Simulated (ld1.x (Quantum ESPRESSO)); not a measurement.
nitrogen (N): excitation energies, all-electron against RRKJ

N (Z = 7), norm-conserving RRKJ (Kleinman–Bylander form), made with ld1.x (Quantum ESPRESSO) 7.5 (PBE, scalar-relativistic). Core [He], reference 2s1 2p4. Waves: 2s (bound): rc 1.15 bohr; 2p (bound): rc 2.45 bohr; 3d channel at -0.1 Ry: rc 2.65 bohr. Local part: all-electron potential smoothed inside 2.10 bohr (lloc = -1). Core correction: none. rho0 = 0.01.

Energies are relative to the spin-unpolarised reference configuration 2s1 2p4; without spin polarisation the order of configurations can differ from experiment.

```json
{"valence configuration": "2s2 2p3", "charge": "0", "ΔE all-electron (eV)": "-11.508", "error AE − PS (meV)": "-44"}
{"valence configuration": "2s2 2p2", "charge": "+1", "ΔE all-electron (eV)": "2.084", "error AE − PS (meV)": "+371"}
{"valence configuration": "2s0 2p5", "charge": "0", "ΔE all-electron (eV)": "11.533", "error AE − PS (meV)": "-41"}
{"valence configuration": "2s2 2p0", "charge": "+3", "ΔE all-electron (eV)": "78.020", "error AE − PS (meV)": "+5689"}
{"valence configuration": "2s2 2p2.5", "charge": "+0.5", "ΔE all-electron (eV)": "-6.414", "error AE − PS (meV)": "+89"}
```

Problem. What are ΔE and the potential's error for 2s1 2p0?

Solution. ΔE = 155.839 eV all-electron; the error (AE − PS) is +9113 meV.

Problem. What are ΔE and the potential's error for 2s2 2p1?

Solution. ΔE = 30.938 eV all-electron; the error (AE − PS) is +1862 meV.

These tests converged, but a pseudo level misses the all-electron one widely, so the file describes the atom poorly there or has found another state: 2s1 2p0: empty 2p by 8.2 eV (a node warning on the way).
